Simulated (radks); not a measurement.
Question: All-electron atom: C2+ in [He] 2s1.75 2p0.25 (fractional occupations, a model configuration). Method: Dirac Kohn-Sham, BLYP, spin-unpolarised, spherical densities, point nucleus; open shells fill j = l - 1/2 first; computed with a radial shooting solver on a logarithmic mesh with Libxc functionals. Some entries of the table are withheld. Estimate them.

| orbital | occ. | eigenvalue (eV) | r(max) (bohr) | <r> (bohr) |
|---|---|---|---|---|
| 1s1/2 | 2 | (1) | 0.1738 | 0.2701 |
| 2s1/2 | 1.75 | (2) | 1.121 | (3) |
| 2p1/2 | 0.25 | -31.7291 | (4) | (5) |
| 2p3/2 | 0 | -31.7136 | (6) | (7) |

Answer: 
(1) 1s1/2 eigenvalue (eV): -309.0331
(2) 2s1/2 eigenvalue (eV): -40.2086
(3) 2s1/2 <r> (bohr): 1.364
(4) 2p1/2 r(max) (bohr): 1.011
(5) 2p1/2 <r> (bohr): 1.320
(6) 2p3/2 r(max) (bohr): 1.011
(7) 2p3/2 <r> (bohr): 1.321
